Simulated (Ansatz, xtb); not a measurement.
**Ligand exchange: C2H8BN + SiH2(OH)(SiH3) → BH(CH3)(NH2) + SiH(CH3)(OH)(SiH3)**

Species: C2H8BN `CBNC`, singlet; SiH2(OH)(SiH3) (disilanol), singlet; BH(CH3)(NH2), singlet; SiH(CH3)(OH)(SiH3), singlet. The partners trade CH3 for H: N–CH3 and Si–H bonds give way to N–H and Si–CH3.

Shapes, held fixed at every level: PBE0-D4/def2-TZVP. Flexible molecules stand in one conformer, not always the lowest. Programs: Ansatz 0.2.0, xtb 6.7.1. The zero-point and thermal change to 298 K, harmonic and unscaled (PBE0-D4/def2-TZVP), is +2.0 kJ/mol.

```tsv
level	kind	ΔH(298 K) (kJ/mol)	less CCSD(T)/CBS estimate	CPU time (sum over the molecules)
GFN1-xTB	semi-empirical	-27.9	+49.8	0.21 s
r2SCAN-D4/def2-TZVPP	meta-GGA	-79.3	-1.6	43 s
r2SCAN0-D4/def2-TZVPP	global hybrid	-79.9	-2.2	46 s
wB97M-V/def2-TZVPP	range-separated hybrid	-79.2	-1.5	1.7 min
wB97X-V/def2-TZVPP	range-separated hybrid	-74.7	+3.0	76 s
B2PLYP/def2-TZVPP	double hybrid	-74.9	+2.8	51 s
CCSD(T)/def2-SVP	coupled cluster or CI	-59.5	+18.2	30 s
CCSD/def2-TZVPP	coupled cluster or CI	-75.0	+2.7	–
CCSD(T)/CBS estimate	coupled cluster or CI	-77.7	0.0	19 min
```

The highest level, CCSD(T)/CBS estimate, gives ΔH(298 K) = -77.7 kJ/mol; the levels span -79.9 to -27.9. The column of differences is taken from that level and isn't an error. No measured value is set beside it here. The CBS estimate extrapolates MP2 from def2-TZVPP and def2-QZVPP and adds CCSD(T) − MP2 in the triple-zeta set, cores frozen. Times are processor times on shared x86 and Arm servers, and rough.
